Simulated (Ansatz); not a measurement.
C₃H₈SSi, SMILES `CC[SiH2]C=S` from Hartree–Fock to CCSD(T)

Cartesian coordinates in Å:
```
C 0.5463 1.3613 -0.9243
C -0.7273 0.6443 -0.4842
Si -0.4620 -1.1334 0.0179
C 0.4848 -1.2805 1.6431
S 0.7961 -0.0405 2.6259
H 0.3362 2.3892 -1.2297
H 1.0183 0.8560 -1.7709
H 1.2757 1.4030 -0.1129
H -1.1855 1.1648 0.3632
H -1.4712 0.6505 -1.2886
H 0.3136 -1.8846 -1.0112
H -1.7511 -1.8537 0.2272
H 0.8261 -2.2765 1.9444
```

Charge 0, multiplicity 1. All single points use the PBE0-D4/def2-TZVP geometry. It is one conformer, not always the lowest. Frozen core, restricted reference, the Gaussian-basis code of Ansatz. CBS rows extrapolate triple and quadruple zeta; past MP2 they add the triple-zeta difference.

| basis | HF (Eh) | MP2 corr. | CCSD corr. | (T) | CCSD(T) total |
| --- | --- | --- | --- | --- | --- |
| def2-SVP | -804.39614 | -0.64882 | -0.71666 | -0.02456 | -805.13736 |
| def2-TZVPP | -804.76773 | -0.80854 | -0.87040 | -0.03944 | -805.67757 |
| def2-QZVPP | -804.79338 | -0.86472 | – | – | – |
| CBS(def2) | -804.79692 | -0.90633 | -0.96819 | as TZ | -805.80455 |
